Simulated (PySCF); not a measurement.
Diatomic cations of Ga with the sixth-period p block

PBE with double-zeta basis sets in PySCF, for the lowest determinant that a PBE0 search found; no spin–orbit coupling. De refers to high-spin ground-configuration atoms (the charge goes to the atom of lower measured ionisation energy or higher electron affinity, which is not always the lowest computed limit). A positive dipole points towards Ga; it is taken about the centre of mass and depends on that origin.

```csv
M,basis,charged atom,state (unpaired electrons),Re (Å),ωe (cm⁻¹),De (eV),μ (D)
Tl,def2-SVP,Ga+,doublet (σ ↑),3.526,66.2,n/a,3.04
Pb,cc-pVDZ-PP,Ga+,"triplet (σ ↑, π ↑)",3.148,93.2,n/a,3.55
Bi,cc-pVDZ-PP,Ga+,"quartet (σ ↑, π ↑↑)",2.994,102,n/a,4.68
```

The shortest bond is that of GaBi⁺ (2.994 Å), the longest that of TlGa⁺ (3.526 Å).

The rows differ in basis set, which adds steps of its own.

The state changes along the series, so neighbouring rows are not always alike in their bonding.

Spin–orbit coupling is left out, which matters for elements this heavy, above all for dissociation energies. States were picked by a PBE0 search and need not be the measured ground states.
